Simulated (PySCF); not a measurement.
AlH, SMILES [AlH] (connectivity only; charge and spin as stated), neutral, multiplicity 1. Heavy atoms are numbered as in [AlH:1]. Hydrogens are named by the atom that carries them.

Geometry optimised at r2SCAN-D4/def2-TZVPD.

Calculation: PySCF with B3LYP/pcSseg-2.

GIAO shieldings, no solvent; atoms alike by connectivity are averaged. δ = σ(ref) − σ: ¹H against TMS (σ = 31.68 ppm), references at their B3LYP-D3(BJ)/def2-TZVP geometries, non-relativistic.

```json
[
 {"nucleus": "¹H", "atoms": "H on Al1", "count": "1", "δ (ppm)": "8.75"}
]
```
